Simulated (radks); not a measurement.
Spin polarisation of the 5d1 shell in Lu. Start: [Xe] 4f14 5d(up 0.5, down 0.5) 6s2; electrons of 5d are moved from spin down to spin up, other shells keep equal spins. Calculated with a radial shooting solver on a logarithmic mesh with Libxc functionals: non-relativistic Kohn-Sham, PBE, spin-polarised, spherical densities, point nucleus.

moment (Bohr magnetons),E - E(0) (eV),e(5d up) (eV),e(5d down) (eV),6s down minus up (eV),4f down minus up (eV),5p down minus up (eV)
0,0.000,-2.635,-2.635,0.000,0.000,0.000
0.25,-0.008,-2.697,-2.568,0.087,0.017,0.109
0.5,-0.032,-2.754,-2.497,0.175,0.033,0.219
0.75,-0.072,-2.807,-2.422,0.262,0.050,0.328
1,-0.128,-2.855,-2.343,0.349,0.066,0.436

At moment 1 the spin-polarisation energy is -0.128 eV and the 5d exchange splitting 0.512 eV, that is 0.512 eV per Bohr magneton; E = -I m^2/4 would give I = 0.513 eV.
